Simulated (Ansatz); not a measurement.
Consider the ligand exchange at the Si–C bond: `O[SiH2]CBS` + `S[SiH2]Cl` → `O[SiH2]S[SiH2]Cl` + `CBS`.

Isolated molecules relaxed with PBE0-D4/def2-TZVP in Ansatz; ΔE leaves out vibrations. CCSD(T)/CBS is the MP2 limit (def2-TZVPP, def2-QZVPP) plus CCSD(T) − MP2 in def2-TZVPP, frozen cores. DFT in def2-TZVPP. Each species was taken in one conformer, which may not be the lowest.

```json
{"level": "r2SCAN-D4", "ΔE (eV)": "-0.69"}
{"level": "B2PLYP", "ΔE (eV)": "-0.65"}
{"level": "PBE", "ΔE (eV)": "-0.65"}
{"level": "HF/CBS(def2)", "ΔE (eV)": "-0.65"}
```

Task: What does CCSD(T)/CBS give? (Best estimate.)

Result: The calculation gave: -0.66 eV. The listed levels differ from it by -0.03, 0.01, 0.01, 0.01 eV.

Largest T1 diagnostic among the species: 0.013.

The D4 term adds −0.05 eV with B3LYP and −0.03 eV with PBE0; it sums over pairs of atoms, weighted by their polarisabilities, and B3LYP, whose exchange is more repulsive, gets the larger term.

B3LYP here is the variant with VWN-RPA as its local correlation; programs differ in this.
